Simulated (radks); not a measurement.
The numbers below are computed, except where a source is named.
Task: Spherical quantum dot in the effective-mass picture: electrons in a parabolic well V = omega^2 r^2 / 2 with omega = 2.24, all in effective atomic units (hartree* = m*/eps^2 hartree, bohr* = eps/m* bohr), one dielectric constant everywhere. Level of theory: non-relativistic Kohn-Sham, LDA (Slater exchange, Perdew-Wang correlation), spin-polarised, spherical densities (a radial shooting solver with Libxc functionals). Levels are named by radial order and angular momentum (1s, 1p, 1d, 2s, ...), and open shells are averaged over m. Results are scaled to m* = 0.03 and eps = 10.9, for which hartree* = 6.871 meV and bohr* = 19.23 nm. At N = 27 the configuration is 1s2 1p6 1d10 2s2 1f(up 7, down 0). Does electron 28 go into 2p up or 2p down or 1f down?

Result: Into 1f down. The total energies of the other choices lie higher by 1.44 meV (2p up), 2.00 meV (2p down).
